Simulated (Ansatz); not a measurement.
C2HClF2Sn, SMILES `C#[C][Sn]([F])([F])[Cl]` at its PBE0-D4/def2-TZVP geometry, where that method's forces vanish. The species carries charge 0 and has multiplicity 1. Sn: def2 effective core potential.

```xyz
7

C    -0.0477    0.2403    2.1881
C    -0.0009    0.1220    0.9916
Sn    0.0525   -0.0942   -1.0342
F     1.6770   -0.8950   -1.5787
F     0.0525    1.5940   -1.8868
Cl   -1.6481   -1.3149   -1.9291
H    -0.0853    0.3477    3.2492
```

What forces (eV/Å) does B3LYP-D4/def2-TZVPP give on these atoms in the Gaussian-basis code of Ansatz? (Best estimate.)

Ansatz gave: 
```
C1  -0.004  0.009  0.091
C2   0.000  0.029  0.229
Sn3 -0.072 -0.022  0.206
F4   0.330 -0.157 -0.107
F5   0.005  0.341 -0.169
Cl6 -0.264 -0.190 -0.140
H7   0.004 -0.011 -0.110
```

B3LYP here is the variant with VWN-RPA as its local correlation; programs differ in this.
